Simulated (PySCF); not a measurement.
A run for PySCF: R-HF/STO-3G on N2 (SMILES N#N).

```python
from pyscf import gto, scf, dft, mp
from pyscf.data.elements import chemcore

mol = gto.M(
    atom='''
    N    -0.02313196   -0.36879466    4.29183186
    N    -0.39338505   -0.38142001    3.26592084
    ''',
    basis='sto-3g',
    charge=0, spin=0, verbose=3, max_memory=1800)
mf = scf.RHF(mol)
mf.conv_tol = 1e-8
mf.max_cycle = 100
mf.kernel()
if not mf.converged:
    mf = mf.newton().run(mf.mo_coeff, mf.mo_occ)
```

Program output:

```
converged SCF energy = -107.49378488537
```

The run converged.

Cost: roughly 0.09 core-seconds.
